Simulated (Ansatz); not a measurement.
System: C₂H₄I, charge 0, doublet. C2H4I (SMILES C[CH]I, doublet).
B3LYP-D3(BJ)/def2-TZVP minimum from Ansatz (a first-principles code):
```xyz
7

C     -2.4677    -0.2928    -0.1800
C     -1.1266    -0.8089    -0.5363
I      0.5852     0.1616     0.1119
H     -2.5401    -0.0488     0.8820
H     -3.2291    -1.0403    -0.4166
H     -2.7202     0.6210    -0.7354
H     -0.9609    -1.4842    -1.3621
```
Charge 0, spin multiplicity 2.

Quantity: atomisation energy (electronic, to ground-state atoms), in kcal/mol. UHF or UKS for unpaired electrons; spin-orbit terms are left out. Cores are frozen in correlated methods (noble-gas shells, and filled d and f shells in the p block). Past Kr the def2 sets carry scalar-relativistic core potentials. CBS(X,Y): correlation extrapolated as X^-3, Hartree-Fock from the larger set. A bracket is a step between two methods taken in the basis named. For partners of very few electrons the exact lower level stands in for a higher one. Spin-orbit terms, left out, reach several kcal/mol for Br and I, and more for heavier atoms.

CCSD(T)/CBS(def2-TZVPP,def2-QZVPP) + [CCSDT(Q) - CCSD(T)]/def2-SVP (Ansatz) gives 561.6 kcal/mol.

### Question
What does PBE/def2-TZVPD (Ansatz) give here, and how do the other levels compare?

### Answer
PBE gives 575.8 kcal/mol, 14.2 kcal/mol above it. Differences of the others: r2SCAN/def2-TZVPD (Ansatz) 6.5; B3LYP/def2-TZVPD (Ansatz) -1.9; PBE0/def2-TZVPD (Ansatz) 5.9; B2PLYP/def2-TZVPD (Ansatz) -6.4; CCSD(T)/CBS(def2-TZVPP,def2-QZVPP) (Ansatz) -0.4 kcal/mol.
